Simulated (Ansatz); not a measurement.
A search over several starts for the lowest SCF solution of the cluster Al3Cl at the given spin, in a small basis.

```yaml
crystal:
  periodic: [false, false, false]
  atoms:
    - {symbol: Al, position_ang: [0.339345, -0.319787, -0.374574]}
    - {symbol: Al, position_ang: [-1.150012, 1.694980, 0.159496]}
    - {symbol: Al, position_ang: [-0.734042, 0.082484, 1.916249]}
    - {symbol: Cl, position_ang: [1.544709, -1.457677, -1.701172]}
basis:
  gaussian: {orbitals: def2-SVP, initial_orbitals: start.molden}
hamiltonian: {xc: pbe0, dispersion: d4}
output: {orbitals: {seedname: orbitals}}
```

The file start.molden holds the orbitals of an earlier run on this structure, at another level or in another basis.

```sh
$ ansatz run in.yaml --threads 4 --pin off --events-out ev --progress --plain --max-ram 3916MiB
```

Output, abridged:

```
Functional definition: PBE0
632 factors; integrals over basis functions are off by at most 9.0e-4 eV
mean field evaluation 1: about -32289.7816 eV, gradient 6.9e0 eV
mean field evaluation 2: about -32289.8828 eV, gradient 1.0e-1 eV
mean field evaluation 4: about -32289.9440 eV, gradient 5.7e-4 eV
mean field evaluation 8: about -32288.9994 eV, gradient 1.4e1 eV
mean field evaluation 16: about -32289.9440 eV, gradient 1.1e-2 eV
mean field -32289.94397956 eV, -1186.6335543385 hartree, gradient 3.0e-5 eV, S^2 0.000000; 3 other end points of the search recorded, 0 dependent functions left out
reference -32289.94400269 eV, -1186.6335551889 hartree; 28, 28 occupied and 44, 44 virtual orbitals, 632 factors
Total energy: -32290.06942918 eV, -1186.6381645272 hartree
```

Run time 0.95 s (4 threads of Arm Neoverse V2 on a shared host).

The restricted singlet is unstable towards broken spin symmetry at other levels; at PBE0-D4/def2-SVP this wasn't settled. At PBE0-D4/def2-TZVP a triplet of charge 0 lies 0.07 eV below the restricted singlet, each at its own geometry. The structure comes from a short search, and lower isomers may exist.
